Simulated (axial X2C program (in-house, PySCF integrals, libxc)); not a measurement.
**Levels of NaCs⁺ by electron attachment to NaCs²⁺ (EOM-EA-CCSD)**

Calculated with an in-house all-electron X2C program for linear molecules (integrals from PySCF): two-component X2C with atomic mean-field Coulomb and Gaunt terms, Gaussian nuclei, basis Cs dyall-acv3z, Na dyall-acv3z with contracted cores.

R = 4.484 Å (near the PBE0 minimum at charge 1 of the determinant lowest at the starting distance; the state shown can have its own minimum elsewhere).

Hartree–Fock spinors of NaCs²⁺ (one of each Kramers pair; a window near the gap, which can cut inner shells):

```tsv
ω	occupied	ε (eV)	character
1/2	yes	-27.89	100% Cs p
1/2	yes	-26.11	100% Cs p
3/2	yes	-26.04	100% Cs p
1/2	no	-8.33	59% Na s, 13% Cs p, 12% Cs s
1/2	no	-6.26	42% Na p, 32% Cs s, 18% Na s
1/2	no	-6.13	60% Na p, 19% Cs d, 14% Cs p
3/2	no	-6.12	61% Na p, 19% Cs d, 14% Cs p
1/2	no	-5.36	30% Cs s, 27% Na p, 22% Cs d
1/2	no	-4.57	55% Cs p, 23% Na p, 18% Na d
```

Levels of NaCs⁺ obtained by attaching an electron to NaCs²⁺:

```
  Ω  binding energy (eV)  above lowest (cm⁻¹)                  attached spinor  one-particle weight
1/2                8.555                    0  56% Na sσ, 14% Cs sσ, 13% Cs pσ                 0.99
1/2                6.518                16436  36% Cs sσ, 34% Na pσ, 20% Na sσ                 0.99
1/2                6.260                18510  55% Na pπ, 22% Cs dπ, 16% Cs pπ                 0.99
3/2                6.243                18650  56% Na pπ, 22% Cs dπ, 15% Cs pπ                 1.00
1/2                5.588                23935  30% Na pσ, 25% Cs dσ, 24% Cs sσ                 0.99
3/2                4.724                30904             84% Cs dδ, 16% Na dδ                 0.99
5/2                4.717                30961             84% Cs dδ, 16% Na dδ                 0.99
1/2                4.712                30999  32% Cs pπ, 21% Cs pσ, 15% Na pπ                 0.99
3/2                4.648                31515  51% Cs pπ, 27% Na pπ, 19% Na dπ                 1.00
```

Question: Take the first Ω = 1/2 and Ω = 3/2 rows of π character: how far apart are they, and which lies lower?

Answer: E(3/2) − E(1/2) = 18650 − 18510 = 140 cm⁻¹ at EOM-EA-CCSD: regular, Ω = 1/2 lower. Splittings at this level can be off by ten to twenty per cent.

This point took 17 s on 1 thread of Arm Neoverse V1 (shared host).

Reference electrons by ω block (each with its −ω partner): 1/2: 21, 3/2: 9, 5/2: 2. 16 electrons of NaCs²⁺ correlated (inner shells frozen), 88 natural virtual spinors (a truncated set); levels can be off by some tenths of an eV. Roots sought by Ω: (1/2: 5, 3/2: 4, 5/2: 2, 7/2: 1); the list ends where they run out and leaves out roots under 60 % one-particle weight. The solver can skip a root, and states that need a further excitation, which the method places far too high, are missing though they may lie low or lowest. T1 of the reference 0.002 (Lee–Taylor). The reference was not checked to be the lowest state of its species. Number of frozen shells: Cs 4 s, 3 p, 2 d; Na 1 s.
